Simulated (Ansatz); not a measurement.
`CS[Si](Cl)(Cl)Cl` and `CO[Si](Cl)(Cl)Cl` differ in one element.

Ansatz, PBE0-D4/def2-TZVP geometries, multiplicity 1. Each molecule was computed in one conformer, which needn't be the lowest.

```
                                                                                  property  `CS[Si](Cl)(Cl)Cl`
                                                         LUMO energy (PBE/def2-TZVPP) / eV               -1.45
                                                     LUMO energy (ωB97M-V/def2-TZVPP) / eV                1.49
                                                       HOMO energy (B3LYP/def2-TZVPP) / eV               -7.36
ideal-gas entropy at 298 K and 1 bar (rigid rotor, harmonic PBE0-D4/def2-TZVP) / J/(mol·K)                 401
                                                   HOMO–LUMO gap (ωB97M-V/def2-TZVPP) / eV               11.29
                                                      HOMO–LUMO gap (PBE0/def2-TZVPP) / eV                7.12
```

**Question.** Give the same properties after the change, and the shifts. (Best estimate.)

**Answer.** The calculation gave: 
```
                                                                                  property  `CO[Si](Cl)(Cl)Cl`  shift
                                                         LUMO energy (PBE/def2-TZVPP) / eV               -0.92   0.53
                                                     LUMO energy (ωB97M-V/def2-TZVPP) / eV                2.18   0.69
                                                       HOMO energy (B3LYP/def2-TZVPP) / eV               -8.80  -1.44
ideal-gas entropy at 298 K and 1 bar (rigid rotor, harmonic PBE0-D4/def2-TZVP) / J/(mol·K)                 390    -11
                                                   HOMO–LUMO gap (ωB97M-V/def2-TZVPP) / eV               13.58   2.29
                                                      HOMO–LUMO gap (PBE0/def2-TZVPP) / eV                9.19   2.07
```

With PBE0 the HOMO falls by 1.45 eV and the LUMO rises by 0.62 eV, so the gap widens by about 2.07 eV. PBE moves the HOMO by -1.12 eV and ωB97M-V by -1.61 eV.

B3LYP here is the variant with VWN-RPA as its local correlation; programs differ in this.

Positive LUMOs are unbound, so they and the gaps depend on the basis.
